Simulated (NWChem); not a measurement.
Molecule: BHClF; SMILES B(Cl)F

Results from NWChem. All runs use the structure optimised with PBE0/def2-SVP. Vertical excitations in the gas phase; the lowest state need not have the same character in each row.

Order these by “lowest excitation, singlet (eV)”, lowest first: PBE0/aug-cc-pVDZ, full TDDFT; BHandHLYP/aug-cc-pVDZ, full TDDFT; B3LYP/aug-cc-pVDZ, full TDDFT; PBE/aug-cc-pVDZ, full TDDFT.

PBE/aug-cc-pVDZ, full TDDFT (5.99), B3LYP/aug-cc-pVDZ, full TDDFT (6.43), PBE0/aug-cc-pVDZ, full TDDFT (6.56), BHandHLYP/aug-cc-pVDZ, full TDDFT (7.07)
